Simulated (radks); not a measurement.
Results of a calculation; reference values are marked as such.
Problem. Coherent X-ray form factor from a spherical all-electron density. Level of theory: Dirac Kohn-Sham, Slater X-alpha with alpha = 0.667, spin-unpolarised, spherical densities, point nucleus (a radial shooting solver on a logarithmic mesh with Libxc functionals).

sin(theta)/lambda (1/angstrom)  f0 (electrons)
0.05                                    70.245
0.1                                     68.168
0.15                                    65.201
0.2                                     61.784
0.25                                    58.239
0.3                                     54.758
0.4                                     48.349
0.5                                     42.842
0.6                                     38.157
0.8                                     30.649
1                                       25.049
1.25                                    20.252
1.5                                     17.252
2                                       13.669

The species is in the configuration that NIST lists as its ground one. Which atom or ion scatters so?

Solution. The tantalum ion Ta2+, [Xe] 4f14 5d3. Extrapolating in s^2 from the first two rows gives f0(0) = 70.9, near the electron count 71; among species with that count, the fall with angle is slower the higher Z, and the table is that of Z = 73; from so few rows the species is fixed only to a neighbour or two.
